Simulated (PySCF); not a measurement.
A PySCF script (with the pyscf-properties extension) for the NMR shieldings of SMILES C(B(COC)C)[S@@](C)=O, C$_{5}$H$_{13}$BO$_{2}$S, on a GFN2-xTB geometry:

```python
import basis_set_exchange as bse
import numpy as np
from pyscf import gto, dft
from pyscf.prop import nmr

atoms = """
C     3.293486    0.776941   -1.189865
O     2.525754   -0.102725   -0.416087
C     1.241660    0.414103   -0.102283
B     0.287852   -0.611246    0.624882
C     0.672246   -2.125159    0.754275
C    -1.140975   -0.083963    1.017594
S    -2.209458   -0.272833   -0.512971
C    -3.601090    0.770045    0.131641
O    -1.582365    0.531388   -1.562141
H     3.474037    1.723259   -0.661512
H     2.802682    1.001352   -2.146086
H     4.245784    0.284429   -1.378991
H     0.718122    0.699505   -1.036050
H     1.358538    1.358879    0.457078
H     0.061929   -2.693922    1.451631
H     1.719122   -2.251636    1.018402
H     0.562417   -2.589833   -0.226198
H    -1.177836    0.970370    1.279949
H    -1.660534   -0.667587    1.773757
H    -3.968859    0.335935    1.053752
H    -3.247943    1.783068    0.287401
H    -4.384980    0.769012   -0.619025
"""
names = dict.fromkeys(["C", "O", "B", "S", "H"], "pcSseg-1")
basis = {el: gto.basis.parse(bse.get_basis(n, elements=[el], fmt="nwchem")) for el, n in names.items()}
mol = gto.M(atom=atoms, basis=basis, charge=0, verbose=0)
mf = dft.RKS(mol, xc="PBE0")
mf.grids.level = 2
mf.grids.alignment = dft.numint.BLKSIZE   # the property module wants whole blocks of grid points
mf.conv_tol = 1e-9
mf.kernel()

calc = nmr.RKS(mf)   # GIAO
C = mf.mo_coeff
Co = C[:, mf.mo_occ > 0]
resp = mf.gen_response(singlet=True, hermi=2)
def vind(x):   # induced exchange potential for any number of trial vectors
    d = np.einsum("pi,xij,qj->xpq", C, 2 * x.reshape(-1, C.shape[1], Co.shape[1]), Co, optimize=True)
    return np.einsum("xpq,pi,qj->xij", resp(d - d.transpose(0, 2, 1)), C, Co, optimize=True).ravel()
mo1, _ = nmr.rhf.solve_mo1(calc, with_cphf=vind)
sigma = calc.kernel(mo1)
for i, s in enumerate(sigma):   # ppm
    print("%2d %-2s %9.2f" % (i, mol.atom_pure_symbol(i), np.trace(s) / 3))
```

Q: What are the results?

A: 
```
 0 C     123.39
 1 O     321.45
 2 C     101.68
 3 B      16.26
 4 C     174.39
 5 C     124.32
 6 S     183.92
 7 C     134.82
 8 O     255.01
 9 H      28.45
10 H      28.46
11 H      27.87
12 H      27.74
13 H      27.99
14 H      30.86
15 H      29.87
16 H      30.94
17 H      28.92
18 H      29.30
19 H      29.68
20 H      29.33
21 H      28.85
```

These numbers come from an equivalent density-fitted implementation of the same equations, which agrees with the script to about 0.01 ppm for H and up to a few tenths of a ppm for heavy atoms, so last digits may differ.

Size and cost of the density-fitted run: 225 basis functions, 92 s wall time on 1 thread of an Arm Neoverse N1, shared host; peak memory 1.1 GiB.
